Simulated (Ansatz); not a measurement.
# Worked example: the step energy

An elementary step of AlH5SO2, singlet (AlH₃SO₂ ([OH][Al]([OH])[SH]) + H₂ → AlH₃O₂ ([OH][AlH][OH]) + H₂S (still joined by a long Al–S bond); Al–S, H–H broken or loosened, Al–H, S–H formed or tightened). “Start” and “end” are the PBE0-D4/def2-TZVP structures reached by relaxing down either side of its saddle point, with the molecules still in contact.

Ansatz 0.2.0; basis: def2-TZVPP and def2-QZVPP; cores frozen in the correlated methods.

Energies in eV:

| quantity | end | start |
| --- | --- | --- |
| Hartree–Fock, triple zeta (X = 3) | -21559.61309 | -21560.09907 |
| Hartree–Fock, quadruple zeta (X = 4) | -21560.34143 | -21560.82661 |
| MP2 correlation, X = 3 | -20.83269 | -20.93473 |
| MP2 correlation, X = 4 | -22.55678 | -22.68029 |
| CCSD(T) correlation, X = 3 | -22.54121 | -22.56877 |

Q: Work out the step energy at the basis limit: extrapolate Hartree–Fock as E(X) = E∞ + A exp(−7.88 √X) and the MP2 correlation as E(X) = E∞ + B X^−2.97 (the exponents that Neese and Valeev fitted for def2-TZVPP and QZVPP), then add CCSD(T) − MP2 in triple zeta.

A: Each step is linear, so take the differences first (end − start): Hartree–Fock 0.48598 (X = 3) and 0.48518 (X = 4); MP2 correlation 0.10204 and 0.12351; CCSD(T) correlation 0.02756.
Two points give E∞ = E(4) + w [E(4) − E(3)], with w = 1/(exp(7.88 (2 − √3)) − 1) = 0.1377 for Hartree–Fock and w = 1/((4/3)^2.97 − 1) = 0.7407 for the correlation.
Hartree–Fock: 0.48518 + 0.1377 × (-0.00080) = 0.4851 eV.
MP2 correlation: 0.12351 + 0.7407 × 0.02147 = 0.1394 eV.
CCSD(T) − MP2: 0.02756 − 0.10204 = -0.0745 eV.
Sum: 0.4851 + 0.1394 + (-0.0745) = 0.5500 eV, or 12.68 kcal/mol. Plain CCSD(T) in triple zeta gives 0.5135 eV, so the larger basis shifts the result by 0.0365 eV.

T1 diagnostic: at most 0.013.

Labels in which every atom is bracketed show which atoms are joined, not bond orders.

For scale, one of the runs: CCSD(T)/def2-TZVPP, 216 basis functions, launched by `ansatz run in.yaml --threads 4 --pin off --events-out ev --progress --plain --max-ram 9574MiB`. The run took 53 s on 4 CPU threads of an Arm Neoverse V2 (shared host), with 3.1 GiB of host memory at its peak.
